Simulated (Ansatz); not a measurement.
CdH, multiplicity 2 (lowest of 2S+1 = 2, 4 at CCSD(T)/def2-TZVPP on PBE0 minima; our sources give no spin for the ground state, which may be another), most abundant isotopes (113.9034 and 1.0078 u). Constants from fifth-degree fits in 1/R to seven points on the lowest solution found; no spin–orbit coupling, no relativity up to Kr; ω_e x_e and α_e move by some per cent with the fit.

Correlated levels freeze the inner cores; with def2 sets outer-core shells near the valence are correlated too. CBS(a, b) extrapolates the correlation energy as X⁻³ and adds the Hartree–Fock energy of set b.

Run with Ansatz (a program for electronic structure). Values without a source in brackets are computed. In def2 rows elements past Kr take small-core potentials, without spin–orbit coupling.

```json
[
 {"level": "PBE/def2-TZVPP", "r_e (Å)": "1.7883", "ω_e (cm⁻¹)": "1320.2", "ω_e x_e (cm⁻¹)": "50.5", "α_e (cm⁻¹)": "0.254"},
 {"level": "CCSD(T)/CBS(def2-TZVPP, def2-QZVPP)", "r_e (Å)": "1.7603", "ω_e (cm⁻¹)": "1431.5", "ω_e x_e (cm⁻¹)": "48.5", "α_e (cm⁻¹)": "0.229"}
]
```

Q: Predict ω_e, ω_e x_e, B_e and the fall in zero-point energy on putting deuterium (2.014102 u) for H, at CCSD(T)/CBS(def2-TZVPP, def2-QZVPP).

A: 
The curve stays; ρ = √(μ_H/μ_D) = √(0.99899/1.97911) = 0.71047. ω_e scales with ρ: 1017 cm⁻¹; ω_e x_e and B_e with ρ²: 24.5 and 2.749 cm⁻¹. The zero-point energy falls by 201 cm⁻¹, by which D₀ of the deuteride is larger.
